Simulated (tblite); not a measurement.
Record of a relaxation.

Species: C₂H₁₀NP₂Si₂ (doublet state).
Numbering: `[CH3:1][N:2]([CH3:3])[SiH:4]1[PH:5][SiH:6][PH:7]1` (hydrogens: H8, H9, H10 on C1; H11, H12, H13 on C3; H14 on Si4; H15 on P5; H16 on Si6; H17 on P7)

Computed with GFN2-xTB (tblite), gas phase: L-BFGS steps from a force-field or distance-geometry start until the largest atomic force falls under 0.01 eV/Å. 4 of its 81 geometries are shown.

Step 0: E = -564.7278 eV, largest atomic force 2.370 eV/Å
```
atom  x, y, z in Å  |  force x, y, z in eV/Å
C1     -1.620   -0.071    1.653    0.113   0.082   0.006
N2     -0.860    0.063    0.397   -1.300  -0.175   0.530
C3     -1.724    0.680   -0.593   -0.319   0.145  -0.292
Si4     0.815    0.429    0.442   -1.090   0.089   0.285
P5      1.904   -1.174    1.502    0.061  -0.827   1.932
Si6     3.441   -0.630   -0.025    0.453  -0.296  -0.023
P7      1.771   -0.192   -1.431   -0.101   0.418  -2.331
H8     -1.810    0.915    2.116    0.051  -0.286  -0.210
H9     -2.589   -0.559    1.475    0.256   0.215  -0.229
H10    -1.118   -0.697    2.396    0.381   0.160  -0.300
H11    -2.696    0.158   -0.667    0.434   0.078   0.290
H12    -1.303    0.637   -1.601    0.361   0.035   0.255
H13    -1.936    1.737   -0.347    0.087  -0.280  -0.065
H14     1.108    1.798    0.896    0.259  -0.093  -0.054
H15     1.330   -2.246    0.792    0.217   0.422   0.065
H16     4.050    0.662    0.394   -0.103  -0.130  -0.053
H17     1.230   -1.496   -1.466    0.240   0.443   0.195
```

Step 27: E = -565.3273 eV, largest atomic force 0.121 eV/Å
```
atom  x, y, z in Å  |  force x, y, z in eV/Å
C1     -1.624   -0.090    1.662    0.049  -0.040   0.008
N2     -0.935    0.028    0.402   -0.031   0.008  -0.028
C3     -1.730    0.671   -0.613    0.034  -0.018  -0.042
Si4     0.750    0.333    0.421   -0.065  -0.037   0.039
P5      1.929   -1.052    1.755    0.008   0.026  -0.004
Si6     3.291   -0.775   -0.063   -0.061  -0.052   0.004
P7      1.778    0.055   -1.562    0.015   0.034  -0.025
H8     -1.843    0.892    2.100   -0.070  -0.074  -0.060
H9     -2.556   -0.642    1.512    0.027   0.079   0.053
H10    -0.991   -0.638    2.354    0.013  -0.042   0.054
H11    -2.662    0.115   -0.748    0.012   0.071   0.000
H12    -1.175    0.669   -1.548    0.008  -0.002  -0.045
H13    -1.962    1.712   -0.354   -0.048  -0.089   0.012
H14     1.129    1.687    0.860    0.064   0.100   0.024
H15     1.349   -2.226    1.298   -0.008   0.049  -0.023
H16     4.038    0.449    0.314    0.064  -0.032  -0.017
H17     1.207   -1.174   -1.857   -0.009   0.020   0.049
```

Step 53: E = -565.3757 eV, largest atomic force 0.037 eV/Å
```
atom  x, y, z in Å  |  force x, y, z in eV/Å
C1     -1.605   -0.148    1.644    0.004   0.002  -0.003
N2     -0.886    0.063    0.411    0.000  -0.010  -0.003
C3     -1.709    0.616   -0.637    0.005  -0.005   0.009
Si4     0.769    0.509    0.484    0.001  -0.028   0.003
P5      1.961   -0.878    1.806   -0.018   0.005  -0.015
Si6     3.170   -0.974   -0.125    0.003   0.000   0.009
P7      1.804    0.226   -1.500   -0.011   0.003  -0.003
H8     -1.973    0.795    2.065   -0.007  -0.014  -0.003
H9     -2.458   -0.806    1.466    0.013   0.006  -0.013
H10    -0.941   -0.616    2.369    0.001   0.016   0.002
H11    -2.563   -0.040   -0.819    0.012  -0.001   0.007
H12    -1.120    0.694   -1.550   -0.006   0.017   0.013
H13    -2.083    1.613   -0.375   -0.004  -0.017  -0.010
H14     1.077    1.880    0.928    0.031   0.019   0.004
H15     1.201   -2.003    1.534   -0.004   0.002   0.003
H16     4.310   -0.062    0.126   -0.016   0.002   0.001
H17     1.039   -0.857   -1.895   -0.005   0.001   0.001
```

Step 80: E = -565.3785 eV, largest atomic force 0.008 eV/Å
```
atom  x, y, z in Å  |  force x, y, z in eV/Å
C1     -1.595   -0.145    1.644   -0.003  -0.002   0.001
N2     -0.872    0.086    0.418   -0.001   0.006   0.004
C3     -1.701    0.617   -0.636    0.001   0.000   0.000
Si4     0.784    0.522    0.487    0.002  -0.005  -0.004
P5      1.948   -0.890    1.805   -0.007   0.004   0.001
Si6     3.153   -0.988   -0.128   -0.005  -0.002  -0.003
P7      1.794    0.216   -1.506   -0.003   0.003   0.002
H8     -2.015    0.782    2.048    0.003  -0.004  -0.003
H9     -2.413   -0.846    1.460   -0.001   0.000  -0.001
H10    -0.919   -0.572    2.383   -0.002   0.006   0.001
H11    -2.520   -0.075   -0.843    0.002   0.003   0.003
H12    -1.101    0.739   -1.536   -0.001   0.004   0.000
H13    -2.126    1.590   -0.365    0.000  -0.007  -0.001
H14     1.129    1.887    0.927   -0.001   0.004   0.002
H15     1.164   -1.996    1.525    0.005  -0.006  -0.001
H16     4.277   -0.059    0.131    0.006   0.000   0.000
H17     1.006   -0.857   -1.882    0.004  -0.005  -0.001
```

Problem. Summarise the path.

Solution. The energy falls by 15.01 kcal/mol from step 0 to step 80; nine tenths of that is first reached at step 22. It falls at every step. The largest force goes from 2.370 to 0.008 eV/Å. Among the bonds Si4–P7 changes most, from 2.193 to 2.255 Å; the atoms move by 0.418 Å rms after alignment.

Problem. Follow the three bonds and two angles with the largest change from start to end.

Solution. 
```
step  E above end (kcal/mol)  largest force (eV/Å)  Si4–P7 (Å)  Si6–P7 (Å)  Si4–P5 (Å)  P5–Si4–P7 (°)  P5–Si6–P7 (°)
   0                   15.01                 2.370       2.193       2.227       2.209           89.4           87.9
   3                    6.80                 0.540       2.293       2.310       2.288           92.7           91.8
   7                    4.21                 0.354       2.256       2.285       2.257           97.5           95.9
  10                    3.47                 0.286       2.247       2.278       2.248           97.7           95.9
  14                    2.24                 0.195       2.246       2.295       2.245          100.0           97.1
  17                    1.86                 0.143       2.251       2.283       2.254          100.6           98.8
  21                    1.54                 0.204       2.262       2.289       2.258          101.4           99.7
  24                    1.34                 0.102       2.250       2.289       2.251          102.0           99.7
  28                    1.12                 0.117       2.255       2.286       2.256          101.9          100.0
  31                    0.89                 0.198       2.262       2.282       2.255          101.9          100.6
  35                    0.69                 0.173       2.250       2.278       2.257          102.2          100.6
  38                    0.42                 0.131       2.247       2.285       2.255          102.4          100.2
  42                    0.32                 0.106       2.254       2.282       2.248          102.0          100.2
  45                    0.18                 0.122       2.250       2.279       2.257          101.4           99.7
  49                    0.09                 0.049       2.255       2.282       2.253          101.3           99.6
  52                    0.07                 0.031       2.256       2.279       2.255          101.3           99.9
  56                    0.05                 0.025       2.255       2.280       2.256          101.4           99.9
  59                    0.04                 0.030       2.255       2.279       2.253          101.4          100.0
  63                    0.03                 0.055       2.256       2.277       2.258          101.4          100.1
  66                    0.02                 0.024       2.255       2.280       2.255          101.6          100.0
  70                    0.01                 0.015       2.256       2.281       2.255          101.6          100.0
  73                    0.01                 0.019       2.255       2.280       2.256          101.6          100.0
  77                    0.00                 0.012       2.255       2.280       2.254          101.6          100.0
  80                    0.00                 0.008       2.255       2.280       2.255          101.6          100.1
```

What follows is the cost of the whole relaxation. Hardware: an Intel Xeon Platinum 8259CL at 2.50 GHz with one thread, shared host with 96 logical CPUs at a one-minute load of 27. Cost: 1.5 s of wall time.
